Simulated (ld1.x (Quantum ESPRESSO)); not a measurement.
nickel, TM semilocal: configuration errors across variants

```
Element                 : nickel
Generator               : ld1.x (Quantum ESPRESSO) 7.5
Type                    : norm-conserving Troullier–Martins (semilocal form)
Functional              : LDA (PZ)
Relativity              : scalar-relativistic
Frozen core             : [Ar]
Valence charge          : 10
Reference configuration : 3d8 4s1.5 4p0 (charge +0.5)
Partial waves           : 4p (bound, empty): rc 3.10 bohr; 3d (bound): rc 1.20 bohr; 4s (bound): rc 2.10 bohr
Local potential         : the s channel
Core correction         : none
```

All-electron excitation energies from the reference (eV): (1) 3d8 4s2 4p0 -3.843; (2) 3d8 4s1 4p0 5.758; (3) 3d8 4s0 4p0 23.417; (4) 3d7 4s2 4p1 6.813; (5) 3d9 4s0 4p0 2.719; (6) 3d7 4s0 4p0 61.215; (7) 3d8 4s0 4p1 11.531; (8) 3d8 4s1.5 4p0 spin -1.057; (9) 3d8 4s2 4p0 spin -4.755.

Spin tests fill each open shell by Hund’s rule, majority spin first.

A semilocal file is local in each channel, so a ghost entry of none says nothing of the separable form that plane-wave codes build from it.

Errors AE − PS in meV (a dash: test not solved or not reliable):

| change | (1) | (2) | (3) | (4) | (5) | (6) | (7) | (8) | (9) | bound ghosts |
| --- | --- | --- | --- | --- | --- | --- | --- | --- | --- | --- |
| base | +0.4 | -0.5 | +1.0 | -208 | -164 | +9.8 | +9.1 | +788 | +795 | none |
| all radii scaled by about 0.77 (s 1.62, p 2.38, d 0.92 bohr) | +0.5 | -0.3 | +3.0 | -187 | -132 | +17 | +4.0 | +825 | +832 | none |
| all radii scaled by about 0.86 (s 1.80, p 2.66, d 1.04 bohr) | +0.3 | -0.6 | -0.8 | -213 | -155 | +29 | +2.9 | +812 | +821 | none |
| all radii scaled by about 0.93 (s 1.96, p 2.88, d 1.12 bohr) | +0.2 | -0.7 | -0.7 | -215 | -164 | +26 | +5.4 | +801 | +810 | none |
| all radii scaled by about 1.07 (s 2.26, p 3.32, d 1.28 bohr) | +0.5 | -0.3 | +2.0 | -192 | -155 | -20 | +11 | +778 | +783 | none |
| all radii scaled by about 1.15 (s 2.42, p 3.58, d 1.38 bohr) | +0.9 | -0.1 | +2.2 | -163 | -138 | -77 | +14 | +759 | +760 | none |
| all radii scaled by about 1.22 (s 2.56, p 3.78, d 1.46 bohr) | +1.1 | +0.1 | +0.2 | -136 | -120 | -131 | +15 | +745 | +743 | none |
| all radii scaled by about 1.28 (s 2.70, p 3.98, d 1.54 bohr) | +1.5 | +0.3 | -2.9 | -96 | -95 | -209 | +14 | +719 | +712 | none |

Q: Give the same row for: all radii scaled by about 1.37 (s 2.86, p 4.24, d 1.64 bohr).

A: +1.9, +0.4, -10, -54, -63, -292, +9.7, +701, +689; bound ghosts: none.
